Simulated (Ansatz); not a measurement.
The cluster Mg2O3H2. Charge 0, multiplicity 1. Geometry r2SCAN-D4/def2-SVP, basis def2-TZVP, Ansatz.

```xyz
7

Mg   -1.043    0.224   -0.323
Mg    2.264   -0.481    0.698
O     0.343   -0.759    0.605
O     0.869    0.508   -0.223
O    -2.691    0.574   -0.846
H     3.850   -0.820    1.187
H    -3.592    0.753   -1.099
```

| run | HOMO (eV) | LUMO (eV) |
| --- | --- | --- |
| A | -5.66 | -2.54 |
| B | -7.41 | -1.10 |
| C | -7.17 | -1.49 |
| D | -6.02 | -2.20 |
| E | -10.02 | 0.77 |

B3LYP takes the VWN-RPA correlation. Another isomer (singlet) lies 1.86 eV lower at PBE0-D4/def2-TZVP; other spin states weren't run for this one.

Task: The runs used B3LYP, PBE, PBE0, r2SCAN, ωB97X-V. Estimate which is which.

Result: A PBE (0 % exact exchange); B PBE0 (25 % exact exchange); C B3LYP (20 % exact exchange); D r2SCAN (0 % exact exchange); E ωB97X-V (range-separated). Exact exchange lowers occupied and raises empty levels; among semilocal functionals meta-GGAs tend to open the gap a little, and such runs are hard to tell apart. The gap grows from 3.12 eV (PBE) to 10.79 eV (ωB97X-V). The restricted singlet is unstable towards broken spin symmetry in Hartree–Fock (as tested in another run); at PBE-D4/def2-TZVP, PBE0-D4/def2-TZVP, B3LYP-D4/def2-TZVP, r2SCAN-D4/def2-TZVP and others this wasn't settled.
